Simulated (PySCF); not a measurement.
C2H7Si, SMILES C[SiH]C (connectivity only; charge and spin as stated), charge +1, multiplicity 1.

Geometry optimised at PBE-D3(BJ)/def2-SVP. The spin state was assumed, not searched. The isomer is the one that the SMILES or the coordinates give; other isomers of the formula were not compared.

Method: PySCF with PBE-D3(BJ)/def2-SVP.

Frequencies are harmonic and unscaled.

Computed harmonic wavenumbers and intensities:
```csv
mode,ν (cm⁻¹),IR (km/mol),Raman (Å⁴/amu),depolarisation,moving atoms (share of kinetic energy)
1,49,0.0,0.2,0.75,H 97 %
2,60,1.7,0.4,0.75,"H 85 %, Si 10 %"
3,216,1.7,2.8,0.69,"H 37 %, C 36 %, Si 27 %"
4,444,3.4,6.2,0.75,H 94 %
5,550,0.0,0.9,0.75,"H 86 %, C 14 %"
6,594,0.3,3.5,0.75,H 93 %
7,649,0.1,21.8,0.13,"C 63 %, H 29 %, Si 9 %"
8,794,76.4,0.3,0.75,"H 66 %, C 21 %, Si 13 %"
9,807,20.8,6.7,0.75,"C 40 %, Si 30 %, H 29 %"
10,844,72.7,5.0,0.07,"H 60 %, C 26 %, Si 13 %"
11,909,135.8,3.1,0.75,"H 73 %, Si 17 %, C 10 %"
12,1204,112.7,0.8,0.75,"H 80 %, C 20 %"
13,1210,5.1,8.6,0.75,"H 82 %, C 18 %"
14,1325,0.0,2.0,0.75,H 95 %
15,1326,5.3,7.8,0.75,H 94 %
16,1340,27.1,9.9,0.75,H 96 %
17,1340,14.8,19.1,0.57,H 96 %
18,2234,17.3,142.0,0.20,H 96 %
19,2945,105.0,0.1,0.75,H 97 %
20,2949,3.7,353.2,0.03,H 97 %
21,3020,0.0,182.5,0.75,"H 91 %, C 9 %"
22,3022,52.7,7.6,0.75,"H 91 %, C 9 %"
23,3105,10.8,13.6,0.75,"H 91 %, C 9 %"
24,3106,26.2,119.7,0.71,"H 91 %, C 9 %"
```
